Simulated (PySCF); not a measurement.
Si(F)2(OMe)(NH2) (CH5F2NOSi), SMILES F[Si](OC)(F)N.

Coordinates come from a B3LYP-D3(BJ)/def2-SVP optimisation. The structure was generated by enumeration, and PubChem lists no compound with its InChIKey, so it may never have been made. One conformer was computed; it need not be the lowest.

The numbers are results of ωB97X/def2-TZVP in PySCF, not measurements.

The total energy is -660.57472 hartree. The highest occupied level comes out as -10.91 eV and the lowest empty level is 2.60 eV. The orbital gap is 13.51 eV and the dipole moment comes out as 3.26 D. The quadrupole, principal values (traceless, Buckingham form, about the centre of nuclear charge) comes out as -6.82, -0.87, 7.69 D·Å. The mean static polarisability comes out as 43.7 bohr³ (6.48 Å³). The polarisability, principal values is 39.9, 43.1, 48.1 bohr³.
